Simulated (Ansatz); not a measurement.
Task: Name a neutral molecule of C, N, O, Si and H with ideal-gas entropy at 298 K and 1 bar (rigid rotor, harmonic PBE0-D4/def2-TZVP) between 296 and 312 J/(mol·K) and LUMO energy (PBE/def2-TZVPP) between -1.25 and -0.95 eV (Ansatz, PBE0-D4/def2-TZVP geometry).

Result: `O/C=N/[SiH3]` (306 J/(mol·K), -1.22 eV); `OC1N[SiH2]1` (296 J/(mol·K), -0.99 eV); `O=CN[SiH3]` (305 J/(mol·K), -1.10 eV); `OC1=N[SiH]1O` (310 J/(mol·K), -1.17 eV). Other molecules can fit too; these were computed, each in one conformer that needn't be the lowest.
